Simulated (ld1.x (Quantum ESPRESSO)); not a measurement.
## PBEsol PAW dataset for Ir (Z = 77), fully relativistic all-electron reference.

ld1.x (Quantum ESPRESSO) 7.5 input, shortened:

```
&input
   title='Ir', zed=77., rel=2, dft='PBESOL', iswitch=3,
   config='[Xe] 4f14 5d8 6s1 6p0', rel_dist='average'
 /
 &inputp
   pseudotype=3, lpaw=.true., tm=.true., lloc=-1, rcloc=2.55,
   nlcc=.true., new_core_ps=.true., rcore=1.90,
   which_augfun='BESSEL', rmatch_augfun=1.60
 /
6
6S  1  0   1.00   0.00  1.95  2.45  0.0
6S  1  0   0.00   1.20  1.95  2.45  0.0
6P  2  1   0.00   0.00  3.65  3.90  0.0
6P  2  1   0.00   0.55  3.65  3.90  0.0
5D  3  2   8.00   0.00  1.85  2.15  0.0
5D  3  2   0.00   1.60  1.85  2.15  0.0
 &test
   configts(1)='5d8 6s1 6p0'
 /
```

Open shells are filled in proportion to 2j + 1 (rel_dist='average').

Poles of the logarithmic derivatives, all-electron (AE) and pseudo (PS). s: poles at -0.2, 2.5 (AE) and -0.2, 2.5, 4.0 (PS) Ry. p1/2: poles at 0.4, 3.2 (AE) and 0.4, 2.7, 4.6 (PS) Ry. p3/2: poles at 0.6, 3.5 (AE) and 0.6, 2.6, 4.5 (PS) Ry. d3/2: poles at -0.4, 1.7 (AE) and -0.4, 1.7 (PS) Ry. d5/2: poles at -0.3, 1.7 (AE) and -0.3, 1.7 (PS) Ry. Test radius 4.26 bohr.

- Largest excitation error: -714 meV (all-electron minus pseudo) for 5d5 6s0 6p0, out of 7 test configurations

The ghost test of this file was not conclusive.
